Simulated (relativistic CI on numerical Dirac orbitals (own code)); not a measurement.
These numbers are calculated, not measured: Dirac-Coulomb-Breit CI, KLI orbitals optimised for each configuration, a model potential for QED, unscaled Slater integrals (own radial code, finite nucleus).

CI space (outside the closed core 1s2): 2s²2p⁴, 2s2p⁵, 2p⁶, 2p⁵3s, 2p⁵3p, 2p⁵3d, 2s²2p³3s, 2s²2p³3p, 2s²2p³3d, 2s2p⁴3s, 2s2p⁴3p, 2s2p⁴3d, 2s²2p³4s, 2s²2p³4p, 2s²2p³4d, 2s²2p³4f, 2s2p⁴4s, 2s2p⁴4p, 2s2p⁴4d, 2s2p⁴4f, 2s²2p²3s², 2s²2p³5s, 2s²2p³5p, 2s²2p²3s3p, 2s²2p³5d, 2s²2p³5f, 2s²2p³5g, 2s²2p²3p², 2s²2p²3s3d, 2s²2p²3p3d, 2s2p³3s², 2s²2p²3d², 2s2p³3s3p, 2s2p⁴5s, 2s2p⁴5p, 2s2p³3p². Levels of other configurations are missing.

At this charge energies of transitions that change n are usually good to better than 1 %, and those within a shell (Δn = 0) to a few per cent.

Outline of the computed level scheme of As XXVI. Lowest level of each configuration: 2s²2p⁴ ³P2 at 0.00 eV; 2s2p⁵ ³P°2 at 175.15 eV; 2p⁶ ¹S0 at 400.11 eV; 2s²2p³3s ⁵S°2 at 1468.67 eV; 2s²2p³3p ⁵P1 at 1508.66 eV; 2s²2p³3d ⁵D°2 at 1566.58 eV.

Some strong electric-dipole decays among the lowest 45 levels: 2s²2p³3d ³D°2 → 2s²2p⁴ ³P2 (1.3e+13 s⁻¹); 2s²2p³3s ³S°1 → 2s²2p⁴ ³P2 (6.3e+12 s⁻¹); 2s²2p³3s ¹D°2 → 2s²2p⁴ ¹D2 (6.1e+12 s⁻¹); 2s²2p³3s ³D°1 → 2s²2p⁴ ³P1 (5.2e+12 s⁻¹); 2s²2p³3s ¹P°1 → 2s²2p⁴ ¹S0 (4.3e+12 s⁻¹); 2s²2p³3d ⁵D°1 → 2s²2p⁴ ³P2 (3.8e+12 s⁻¹); 2s²2p³3s ³P°0 → 2s²2p⁴ ³P1 (3.4e+12 s⁻¹); 2s²2p³3s ³D°3 → 2s²2p⁴ ³P2 (3.3e+12 s⁻¹).

LS names give the leading component of a level, which can be under half, so a name can repeat, a term be missing and a line seem to break the LS rules.
